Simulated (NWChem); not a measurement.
The numbers come from NWChem runs, not from measurements. System: H5NSi2, charge 1, spin multiplicity 2, at the geometry of a parent with another charge or spin, in a state set for the comparison that need not be this species' ground state. Its SCF solution wasn't tested for a lower state. Level: UB3LYP/cc-pVDZ, VWN1-RPA local correlation.

The NWChem input:

```
start mol
memory heap 200 mb stack 900 mb global 1100 mb
charge 1
geometry units angstroms nocenter noautoz
  Si     0.416793    -1.040511     0.000000
  N     -1.315728    -1.179764     0.000000
  H     -1.769599    -2.099864     0.000000
  H     -2.009908    -0.423698     0.000000
  Si     0.417821     1.391335     0.000000
  H     -0.976427     1.991175     0.000000
  H      1.140714     1.939600    -1.209624
  H      1.140714     1.939600     1.209624
  symmetry group Cs
end
basis spherical
  * library cc-pvdz
end
dft
  xc b3lyp
  odft
  mult 2
  semidirect memsize 60000000 filesize 0
  iterations 100
end
task dft energy
```

Output (cleaned and shortened):

```
             Northwest Computational Chemistry Package (NWChem) 7.3.0
             --------------------------------------------------------

                                NWChem Input Module
                                -------------------

 Scaling coordinates for geometry "geometry" by  1.889725989
 (inverse scale =  0.529177249)

 Turning off AUTOSYM since
 SYMMETRY directive was detected!

                             Geometry "geometry" -> ""
                             -------------------------

 Output coordinates in angstroms (scale by  1.889725989 to convert to a.u.)

  No.       Tag          Charge          X              Y              Z
 ---- ---------------- ---------- -------------- -------------- --------------
    1 Si                  14.0000     0.41679300    -1.04051100     0.00000000
    2 N                    7.0000    -1.31572800    -1.17976400     0.00000000
    3 H                    1.0000    -1.76959900    -2.09986400     0.00000000
    4 H                    1.0000    -2.00990800    -0.42369800     0.00000000
    5 Si                  14.0000     0.41782100     1.39133500     0.00000000
    6 H                    1.0000    -0.97642700     1.99117500     0.00000000
    7 H                    1.0000     1.14071400     1.93960000    -1.20962400
    8 H                    1.0000     1.14071400     1.93960000     1.20962400

 Effective nuclear repulsion energy (a.u.)     132.7792764251

            Nuclear Dipole moment (a.u.)
            ----------------------------
        X                 Y               Z
 ---------------- ---------------- ----------------
    -0.0000113384     0.0000018897     0.0000000000

      Symmetry information
      --------------------

 Group name             Cs
 Group number              2
 Group order               2
 No. of unique centers     7

      Symmetry unique atoms

     1    2    3    4    5    6    7


 Summary of "ao basis" -> "" (spherical)
 ------------------------------------------------------------------------------
       Tag                 Description            Shells   Functions and Types
[...]
   Bfn.  Coefficient  Atom+Function         Bfn.  Coefficient  Atom+Function
  ----- ------------  ---------------      ----- ------------  ---------------
    21      0.600817  2 N  s                 12      0.576996  1 Si py
    46     -0.486123  5 Si s                 11      0.441124  1 Si px
    62      0.420601  6 H  s                 53      0.375201  5 Si px
    54      0.363901  5 Si py                 9      0.220015  1 Si py
    39     -0.215798  4 H  s                  8      0.201605  1 Si px

   alpha - beta orbital overlaps
   -----------------------------

   alpha      1      2      3      4      5      6      7      8      9     10
    beta      1      2      3      4      5      8      6      7      9     10
 overlap   1.000  1.000  1.000  1.000  1.000  0.938  1.000  0.938  0.999  0.999

   alpha     11     12     13     14     15     16     17     18     19     20
    beta     11     12     13     14     15     16     17     18     19     20
 overlap   1.000  1.000  0.997  0.991  0.993  0.983  0.998  0.990  0.997  0.989

   alpha     21     22     23     24     25     26     27     28     29     30
    beta     21     22     23     24     25     26     27     28     29     30
 overlap   0.998  0.986  0.987  0.998  0.988  0.984  0.980  0.994  0.993  0.986

   alpha     31     32     33     34     35     36     37     38     39     40
    beta     31     32     33     34     35     36     37     38     39     40
 overlap   0.971  0.968  0.974  0.996  0.998  0.972  0.995  0.996  0.991  0.947

   alpha     41     42     43     44     45     46     47     48     49     50
    beta     41     42     43     44     45     46     47     48     49     50
 overlap   0.952  0.987  0.989  0.999  0.995  0.994  0.999  0.998  1.000  0.991

   alpha     51     52     53     54     55     56     57     58     59     60
    beta     51     52     53     54     55     56     57     58     59     60
 overlap   0.991  1.000  0.997  1.000  1.000  1.000  1.000  1.000  1.000  1.000

   alpha     61     62     63     64     65     66     67     68     69     70
    beta     61     62     63     64     65     66     67     68     69     70
 overlap   1.000  1.000  1.000  1.000  1.000  1.000  0.999  1.000  0.999  1.000

   alpha     71     72     73     74     75
    beta     71     72     73     74     75
 overlap   1.000  1.000  1.000  1.000  1.000

     --------------------------
     Expectation value of S2:
     --------------------------
      <S2> =      0.7570 (Exact =     0.7500)

 center of mass
 --------------
 x =   0.06127663 y =  -0.08396715 z =   0.00000000

 moments of inertia (a.u.)
 ------------------
         439.035996326889        -118.125859780531           0.000000000000
        -118.125859780531         170.221297465086           0.000000000000
           0.000000000000           0.000000000000         588.193161185853

     Multipole analysis of the density
     ---------------------------------

     L   x y z        total         alpha         beta         nuclear
     -   - - -        -----         -----         ----         -------
     0   0 0 0      1.000000    -20.000000    -19.000000     40.000000

     1   1 0 0     -0.319910     -0.643101      0.323203     -0.000011
     1   0 1 0     -0.893162      0.197790     -1.090954      0.000002
     1   0 0 1     -0.000000     -0.000000     -0.000000      0.000000

     2   2 0 0    -17.575521    -59.733587    -56.835870     98.993937
     2   1 1 0      2.050582    -33.376479    -35.927052     71.354113
     2   1 0 1     -0.000000     -0.000000      0.000000      0.000000
     2   0 2 0    -14.195071   -133.644294   -123.666663    243.115886
     2   0 1 1      0.000000      0.000000      0.000000      0.000000
     2   0 0 2    -23.040816    -17.472429    -16.018680     10.450293

 Task  times  cpu:        6.2s     wall:        6.2s

 Total times  cpu:        6.3s     wall:        6.3s
```
